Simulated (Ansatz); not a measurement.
Stretching the Al1–H2 bond in AlH3O2 (SMILES [OH][AlH][OH]) (multiplicity 1 held, fragments rigid). Energies count from the point at 1.565 Å.
Geometry at that point (charge 0, multiplicity 1):
```xyz
6

Al    -0.35084    -0.22531    -0.18691
H     -1.54694    -1.01381    -0.81632
O     -0.12880     1.39195    -0.63417
H      0.57602     1.94766    -0.29822
O      0.73398    -0.91515     0.92277
H      0.69039    -1.81921     1.23554
```

R- and RO- levels are restricted; in cc, def2 and unpolarised 6-31G sets they are followed outwards from rest. U- levels take the lowest unrestricted solution at each point, which mixes spins at long bonds. Curves can end on different states.

Correlated levels freeze the cores.

Programs: Ansatz (a quantum-chemistry and plane-wave program) with Gaussian orbitals. Values without a source in brackets are computed.

Q: One of these levels gives 116.76 kcal/mol for the energy at R = 5.007 Å. Which one is it?
A) R-MP2/cc-pV(D+d)Z
B) U-MP2/cc-pV(D+d)Z
C) R-HF/cc-pV(D+d)Z

A: A, R-MP2/cc-pV(D+d)Z. The others give 164.73 (R-HF/cc-pV(D+d)Z), 83.09 (U-MP2/cc-pV(D+d)Z)

Doubts at one or more of the structures used: a restricted determinant that unrestricted orbitals would lower (R-HF/cc-pV(D+d)Z, R-MP2/cc-pV(D+d)Z); a spin-contaminated determinant (U-MP2/cc-pV(D+d)Z).
